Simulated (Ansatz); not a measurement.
A structure relaxed at PBE0-D4/def2-TZVP, charge 0, multiplicity 1:

Cartesian coordinates in Å:
```
C -0.475 0.302 1.550
Si -0.269 0.668 -0.268
Cl -2.129 0.716 -1.171
Al 1.080 -0.998 -1.445
F 2.625 -1.270 -0.942
Cl 0.384 -2.132 -3.050
H -1.086 1.074 2.022
H 0.502 0.284 2.040
H -0.959 -0.665 1.706
H 0.327 2.020 -0.443
```

Give its formula and SMILES.

CH4AlCl2FSi, `C[SiH](Cl)[Al]([F])[Cl]`.

Summarise the bond lengths by kind.

1 × C–Si 1.866 Å; 3 × C–H 1.092 to 1.093 Å; 1 × Cl–Si 2.069 Å; 1 × Al–Si 2.445 Å; 1 × H–Si 1.488 Å; 1 × Al–F 1.647 Å; 1 × Al–Cl 2.086 Å.

All numbers were calculated with Ansatz.
